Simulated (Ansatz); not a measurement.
BeF2⁺, relaxed as a doublet with UKS r2SCAN-D4/def2-TZVP in Ansatz, starting from the GFN2-xTB geometry. Force threshold 0.02 eV/Å.

The structure comes from a short search, and lower isomers may exist.

Start:

Cartesian coordinates in Å:
```
Be -0.0014 0.0005 -0.0032
F 0.2083 1.3703 0.2177
F -0.2069 -1.3707 -0.2146
```

```json
{"step": "1", "energy (eV)": "-5824.9217", "largest force component (eV/Å)": "1.057", "SCF passes": "126"}
{"step": "2", "energy (eV)": "-5824.9556", "largest force component (eV/Å)": "0.531", "SCF passes": "59"}
{"step": "3", "energy (eV)": "-5824.9682", "largest force component (eV/Å)": "0.020", "SCF passes": "98"}
```

Force components are those of the run's own axes.

End:

Cartesian coordinates in Å:
```
Be -0.0011 0.0005 -0.0025
F 0.2143 1.4108 0.2238
F -0.2132 -1.4114 -0.2213
```

By distances, no bond broke or formed. The bond that changes most is Be1–F3, from 1.40 to 1.44 Å (atoms count from 1).

No frequencies were taken in this run, so the end may be a saddle point.

Hardware: 4 threads of Arm Neoverse N1 on a shared host. Wall time 18 s.
